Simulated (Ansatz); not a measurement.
Sn3Me8 (C8H24Sn3). The state is a triplet with charge 0. Geometry PBE-D4/def2-SVP, that of the neutral singlet; atoms count from 1.

```xyz
35

Sn   -1.1894   -1.9451    0.5407
C    -3.0717   -2.8893   -0.0555
C     0.3875   -3.4548    0.4172
C    -1.3767   -1.3669    2.6412
Sn   -0.5549    0.2904   -1.0452
C    -0.0046   -0.3391   -3.0740
C    -2.3185    1.5775   -1.2672
Sn    1.5495    1.7523    0.1224
C     1.1951    3.9090    0.0317
C     1.7640    1.2028    2.2293
C     3.4614    1.3428   -0.8562
H    -3.2936   -3.7350    0.6256
H    -3.9008   -2.1570   -0.0009
H    -2.9984   -3.2710   -1.0923
H     1.3503   -3.0322    0.7652
H     0.5066   -3.8034   -0.6268
H     0.1242   -4.3206    1.0569
H    -1.5950   -2.2642    3.2542
H    -0.4338   -0.9073    2.9959
H    -2.2008   -0.6377    2.7673
H    -0.8433   -0.8974   -3.5339
H     0.2189    0.5515   -3.6931
H     0.8898   -0.9905   -3.0434
H    -2.6619    1.9351   -0.2776
H    -3.1375    1.0093   -1.7499
H    -2.0639    2.4518   -1.8975
H     0.2396    4.1607    0.5312
H     1.1464    4.2455   -1.0220
H     2.0203    4.4436    0.5426
H     0.8325    1.4321    2.7824
H     1.9738    0.1188    2.3188
H     2.6011    1.7687    2.6846
H     4.2618    1.9347   -0.3694
H     3.7106    0.2670   -0.7749
H     3.4110    1.6179   -1.9275
```

In the def2 sets Sn takes a core potential; there is no spin–orbit coupling. At PBE0-D4/def2-SVP a singlet of charge 0 lies 4.50 eV below the triplet at the same geometry.

**Question.** Estimate the Mulliken populations of the heavy atoms from the PBE0/def2-SVP orbitals of Ansatz.

**Answer.** 
```json
{"atom": "Sn1", "charge (e)": "0.42", "spin (α − β)": "0.48"}
{"atom": "C2", "charge (e)": "-0.34", "spin (α − β)": "0.14"}
{"atom": "C3", "charge (e)": "-0.37", "spin (α − β)": "0.02"}
{"atom": "C4", "charge (e)": "-0.38", "spin (α − β)": "0.01"}
{"atom": "Sn5", "charge (e)": "0.24", "spin (α − β)": "0.68"}
{"atom": "C6", "charge (e)": "-0.37", "spin (α − β)": "-0.03"}
{"atom": "C7", "charge (e)": "-0.37", "spin (α − β)": "-0.04"}
{"atom": "Sn8", "charge (e)": "0.43", "spin (α − β)": "0.48"}
{"atom": "C9", "charge (e)": "-0.35", "spin (α − β)": "0.12"}
{"atom": "C10", "charge (e)": "-0.38", "spin (α − β)": "0.00"}
{"atom": "C11", "charge (e)": "-0.37", "spin (α − β)": "0.06"}
```
Mulliken values depend strongly on the basis.

**Question.** Where does the spin sit?

**Answer.** Summed by element: Sn 1.64, C 0.28, H 0.08, of 2 unpaired in all. Largest on single atoms: Sn5 0.68, Sn8 0.48, Sn1 0.48.

**Question.** And the Mayer bond orders between heavy atoms (over 0.3)?

**Answer.** Sn1–C2 0.83 (2.19 Å); Sn1–C3 0.94 (2.19 Å); Sn1–C4 0.95 (2.19 Å); Sn1–Sn5 0.50 (2.81 Å); Sn5–C6 0.97 (2.19 Å); Sn5–C7 0.97 (2.19 Å); Sn5–Sn8 0.53 (2.82 Å); Sn8–C9 0.85 (2.19 Å); Sn8–C10 0.95 (2.19 Å); Sn8–C11 0.92 (2.19 Å).
